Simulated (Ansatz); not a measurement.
`C[Si](O)(Cl)Br` + HBr → `O[Si](Cl)(Br)Br` + CH₄ at 298.15 K and 1 bar (ligand exchange at the Si–C bond).

Gas-phase electronic energies from Ansatz, PBE0-D4/def2-TZVP geometries. CCSD(T)/CBS adds triple-zeta CCSD(T) − MP2 to the extrapolated MP2 energy (def2 sets, frozen cores). This one scheme is used for every species. For Br outer-core shells are correlated without core-valence functions, which leaves a few kJ/mol of doubt a bond. Scalar relativity is left out up to krypton. One conformer a species, not always the lowest.

| species | CCSD(T)/CBS energy (Eh) | H − E (kJ/mol) | S (J/(mol·K)) |
| --- | --- | --- | --- |
| `C[Si](O)(Cl)Br` | -3437.98992 | 165.9 | 368.5 |
| HBr | -2573.91920 | 24.6 | 198.6 |
| `O[Si](Cl)(Br)Br` | -5971.47577 | 70.7 | 376.2 |
| CH₄ | -40.46206 | 127.4 | 186.2 |

H − E and S are ideal-gas, rigid-rotor, harmonic terms from PBE0-D4/def2-TZVP, for one conformer and one mirror image of each species. 1 Eh = 2625.50 kJ/mol, R = 8.31446 J/(mol·K).

Q: By hand: ΔE, ΔH, ΔS and ΔG.

A: ΔE = (-5971.47577) + (-40.46206) − (-3437.98992) − (-2573.91920) = -0.02871 Eh = -75.4 kJ/mol. Δ(H − E) = 70.7 + 127.4 − 165.9 − 24.6 = 7.6, so ΔH = -67.8 kJ/mol. ΔS = 376.2 + 186.2 − 368.5 − 198.6 = -4.7 J/(mol·K). ΔG = -67.8 − 298.15 × (-4.7)/1000 = -66.4 kJ/mol.

Q: By hand: the equilibrium constant, and the temperature at which ΔG would vanish if ΔH and ΔS stayed fixed.

A: log₁₀ K = −ΔG/(RT ln 10) = 11.6. ΔG = 0 at ΔH/ΔS = 14426 K, far beyond where these terms or the molecules hold.

The number of gas molecules stays the same, so ΔS is small and ΔH decides. A doubt of 5 kJ/mol in ΔE shifts log₁₀ K by 0.9 here. Other conformers and mirror images would add mixing entropy, several J/(mol·K) or more a flexible species. These are equilibria of isolated gas molecules and say nothing of rates. Largest T1 diagnostic: 0.009 (customary marks: 0.02 for closed shells, 0.045 for open ones).
